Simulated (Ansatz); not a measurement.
Sn₉H₁₅. Charge 0, multiplicity 2. Geometry PBE-D4/def2-SVP, basis def2-TZVP, Ansatz.

```csv
atom,x (Å),y (Å),z (Å)
Sn1,2.7354,0.3481,-1.5475
Sn2,1.2235,-2.0725,2.0948
Sn3,0.3419,2.4296,1.8128
Sn4,-1.4911,2.0222,-2.3220
Sn5,-3.0993,-0.5375,1.1624
Sn6,2.2355,0.4055,1.2233
Sn7,0.3567,-0.0020,-3.0016
Sn8,-1.2607,-2.6720,0.9248
Sn9,-2.1060,2.0209,0.4450
H10,3.8573,-0.9268,-1.9129
H11,3.4818,1.8386,-2.0313
H12,2.3630,-3.3339,1.7309
H13,1.0395,-2.0345,3.8216
H14,1.0134,3.9769,1.3930
H15,0.0822,2.4645,3.5310
H16,-0.8030,3.5560,-2.7620
H17,-2.9347,1.8379,-3.2718
H18,-3.6258,-0.4843,2.8186
H19,-4.5104,-0.9055,0.2143
H20,3.7261,0.7474,2.0660
H21,0.6683,-0.0137,-4.7132
H22,-0.3332,-1.5402,-2.5896
H23,-1.9343,-4.0930,1.6688
H24,-1.0262,-3.0317,-0.7551
```

```csv
run,HOMO (eV),LUMO (eV)
A,-5.03,-4.44
B,-5.32,-4.27
C,-5.22,-4.52
D,-7.64,-2.22
E,-4.99,-4.33
F,-5.85,-3.81
```

In the def2 sets Sn takes a core potential; there is no spin–orbit coupling. Single mean-field runs in def2-TZVP are fitted with def2-universal-jkfit.

HOMO and LUMO are taken over both spins.

The runs used B97M-V, PBE, PBE0, r2SCAN, revPBE, ωB97X-V. Estimate which is which.

A PBE (0 % exact exchange); B r2SCAN (0 % exact exchange); C B97M-V (0 % exact exchange); D ωB97X-V (range-separated); E revPBE (0 % exact exchange); F PBE0 (25 % exact exchange). Exact exchange lowers occupied and raises empty levels; among semilocal functionals meta-GGAs tend to open the gap a little, and such runs are hard to tell apart. The gap grows from 0.59 eV (PBE) to 5.43 eV (ωB97X-V).
